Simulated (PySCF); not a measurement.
Species: C5H10N2.
SMILES with atom numbers: `[CH3:1][CH2:2][N:3]1[CH2:4][CH2:5][CH:6]=[N:7]1` (hydrogens: H8, H9, H10 on C1; H11, H12 on C2; H13, H14 on C4; H15, H16 on C5; H17 on C6)

The same species was optimised twice, with GFN2-xTB and with PBE0-D3(BJ)/def2-SVP (PySCF), and the same property calculations (PySCF, gas phase) were run on both structures.

```csv
coordinate,GFN2-xTB,PBE0-D3(BJ)/def2-SVP,change
N3–N7 (Å),1.346,1.359,+0.013
C6=N7 (Å),1.270,1.281,+0.011
N3–C4 (Å),1.469,1.461,-0.008
C1–C2 (Å),1.532,1.524,-0.008
C2–N3 (Å),1.437,1.444,+0.007
C4–C5 (Å),1.536,1.530,-0.006
C5–C6 (Å),1.512,1.507,-0.005
C2–N3–N7 (°),117.7,115.6,-2.1
C4–N3–N7 (°),111.1,109.8,-1.3
N3–C4–C5 (°),103.1,101.9,-1.2
C2–N3–C4 (°),121.4,120.3,-1.1
N3–N7–C6 (°),110.7,109.7,-1.0
C1–C2–N3 (°),114.4,115.2,+0.8
C5–C6–N7 (°),113.5,112.7,-0.8
C4–C5–C6 (°),100.4,99.6,-0.8
C1–C2–N3–C4 (°),-68,-68,0
```

Rotational constants: A = 5511, B = 2024, C = 1787 MHz (GFN2-xTB) against A = 5620, B = 2026, C = 1786 MHz (PBE0-D3(BJ)/def2-SVP). Point groups within 0.08 Å: C1 and C1.

On the GFN2-xTB structure: lowest singlet, TDDFT (eV) 5.31 [wB97X-D/def2-SVPD]; lowest triplet, Tamm–Dancoff (eV) 3.53 [wB97X-D/def2-SVPD]; isotropic polarisability (au) 73.8 [wB97X-D/def2-SVPD]; HOMO (eV) -7.39 [wB97X-D/def2-SVPD]; LUMO (eV) 2.25 [wB97X-D/def2-SVPD]; dipole (D) 2.14 [wB97X-D/def2-SVPD]; HOMO (eV) -5.55 [PBE0/pcSseg-1]; LUMO (eV) 0.57 [PBE0/pcSseg-1]; dipole (D) 2.09 [PBE0/pcSseg-1]; GIAO shielding of C1 (ppm) 177.0 [PBE0/pcSseg-1]; GIAO shielding of C2 (ppm) 139.0 [PBE0/pcSseg-1]; GIAO shielding of N3 (ppm) 117.1 [PBE0/pcSseg-1]; GIAO shielding of C4 (ppm) 140.6 [PBE0/pcSseg-1]; GIAO shielding of C5 (ppm) 149.7 [PBE0/pcSseg-1]; GIAO shielding of C6 (ppm) 53.4 [PBE0/pcSseg-1]; GIAO shielding of N7 (ppm) -127.2 [PBE0/pcSseg-1].

Task: What do these properties become on the PBE0-D3(BJ)/def2-SVP structure?

Result: 
```csv
property,level,on GFN2-xTB,on PBE0-D3(BJ)/def2-SVP,change
"lowest singlet, TDDFT (eV)",wB97X-D/def2-SVPD,5.31,5.32,+0.01
"lowest triplet, Tamm–Dancoff (eV)",wB97X-D/def2-SVPD,3.53,3.53,0.00
isotropic polarisability (au),wB97X-D/def2-SVPD,73.8,74.7,+0.9
HOMO (eV),wB97X-D/def2-SVPD,-7.39,-7.59,-0.20
LUMO (eV),wB97X-D/def2-SVPD,2.25,2.09,-0.16
dipole (D),wB97X-D/def2-SVPD,2.14,2.11,-0.03
"energy, GFN2-xTB geometry as zero (kcal/mol)",wB97X-D/def2-SVPD,0.0,-1.6,-1.6
HOMO (eV),PBE0/pcSseg-1,-5.55,-5.74,-0.19
LUMO (eV),PBE0/pcSseg-1,0.57,0.38,-0.19
dipole (D),PBE0/pcSseg-1,2.09,2.05,-0.04
"energy, GFN2-xTB geometry as zero (kcal/mol)",PBE0/pcSseg-1,0.0,-1.4,-1.4
GIAO shielding of C1 (ppm),PBE0/pcSseg-1,177.0,176.3,-0.7
GIAO shielding of C2 (ppm),PBE0/pcSseg-1,139.0,137.6,-1.4
GIAO shielding of N3 (ppm),PBE0/pcSseg-1,117.1,114.1,-3.0
GIAO shielding of C4 (ppm),PBE0/pcSseg-1,140.6,136.5,-4.1
GIAO shielding of C5 (ppm),PBE0/pcSseg-1,149.7,148.5,-1.2
GIAO shielding of C6 (ppm),PBE0/pcSseg-1,53.4,46.0,-7.4
GIAO shielding of N7 (ppm),PBE0/pcSseg-1,-127.2,-137.2,-10.0
```

The heavy atoms differ by 0.071 Å rms after alignment. Among bonds between heavy atoms N3–N7 changes most (+0.013 Å). Changes are differences of the printed values. Neither structure is proved a minimum here.

Note: wB97X-D ran without an empirical dispersion term, which enters the total energy and its gradient alone.
